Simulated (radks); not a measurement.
Species: Er3.25+. Configuration: [Xe] 4f9.75 6p1 (fractional occupations, a model configuration). Calculated with a radial shooting solver on a logarithmic mesh with Libxc functionals: scalar-relativistic Kohn-Sham, PBE, spin-unpolarised, spherical densities, finite nucleus; Fermi nuclear charge, rms radius 5.2516 fm.

Normalised radial functions P(r) = r R(r), r in bohr:

r,5s
0.002472,0.1017
0.003351,0.1233
0.004541,0.1455
0.006154,0.1647
0.00834,0.1752
0.0113,0.1681
0.0152,0.1338
0.0206,0.0608
0.02791,-0.0512
0.03783,-0.1804
0.05127,-0.2703
0.06949,-0.2385
0.09342,-0.0407
0.1266,0.2568
0.1716,0.3996
0.2326,0.1443
0.3152,-0.3725
0.4271,-0.5769
0.5789,-0.0878
0.7783,0.6859
1.055,1.0863
1.43,0.8694
1.937,0.4094
2.626,0.1098
3.559,0.0149
4.784,0.0009
6.484,0.0000
8.788,0.0000

5s: eigenvalue -94.938 eV, 4 radial nodes at r = 0.0246, 0.0976, 0.254, 0.599 bohr, <r> = 1.20 bohr, 90 % of the charge inside 1.72 bohr.
